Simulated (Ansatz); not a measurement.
Species: sum formula SiP2H5, charge 0, multiplicity 2. It need not be the lowest isomer of its formula. SMILES: P[SiH]P
Geometry from a B3LYP-D3(BJ)/def2-TZVP (Ansatz, an electronic-structure program) optimisation:
```xyz
8

P      1.9457     0.2100    -0.2277
Si    -0.2425     0.7852    -0.2391
P     -1.6281    -0.8211     0.5696
H      1.8981    -0.3322     1.0823
H      1.7552    -1.0537    -0.8536
H     -0.5911     1.2829    -1.5984
H     -2.8169    -0.1304     0.2147
H     -1.6140    -1.5922    -0.6258
```
Charge 0, spin multiplicity 2.

Computed values are from Ansatz. Valence correlation only, unless marked. UHF or UKS for open shells. No spin-orbit coupling. Non-relativistic. CBS(X,Y): correlation extrapolated as X^-3; Hartree-Fock from the larger set.

| Property | Result |
|---|---|
| atomisation energy De | 2081.3 kJ/mol at CCSD(T)/CBS(aug-cc-pV(T+d)Z,aug-cc-pV(Q+d)Z) |
| total energy | -973.8945 Eh at CCSD(T)/CBS(aug-cc-pV(T+d)Z,aug-cc-pV(Q+d)Z) |
| dipole moment | 0.68 D at CCSD(T)/aug-cc-pV(D+d)Z |
| T1 diagnostic | 0.017 at CCSD/aug-cc-pV(Q+d)Z |
